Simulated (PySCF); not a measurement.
Planning a core-ionisation job on BeMe(OMe), `[CH3][Be][O]C`.

Method: delta-SCF UKS SCAN, pcX-2 on the ionised atom, pcseg-1 elsewhere, spin-free X2C (PySCF 2.14.0). Geometry: PBE0-D3(BJ)/def2-SVP. Work: ΔSCF core ionisation, 4 holes, density fitting. A driver script takes a list of jobs; this job's settings line and coordinates (Å) are shown.

Input:
```
{"job": {"kind": "xps", "metal_2p": true}, "charge": 0, "multiplicity": 1}
Be     0.039956    -0.181434     0.541924
C      0.091767    -0.739773     2.121491
H     -0.887782    -0.652029     2.622637
H      0.816504    -0.178131     2.735994
H      0.384382    -1.802750     2.174715
O     -0.009702     0.280246    -0.773626
C     -0.091033     0.721345    -2.070444
H     -1.038259     1.260067    -2.254017
H     -0.042309    -0.119608    -2.785638
H      0.736466     1.412069    -2.313036
```

Hardware: one thread, Arm Neoverse V1, shared host.

Q: How large is the largest of the mixed bases?

A: 112 functions.

Question: Which is nearest to the wall time?
A. 1.8 s
B. 1.9 min
C. 15 s
D. 15 min

Answer: C. The run took 15 s. The run took 63 SCF cycles in all, 3.8 s a hole on average.

Times come from a shared host and carry two figures at best.

The run converged: Be1s of Be1 119.75 eV; C1s of C2 289.49 eV; O1s of O6 537.77 eV; C1s of C7 292.57 eV.
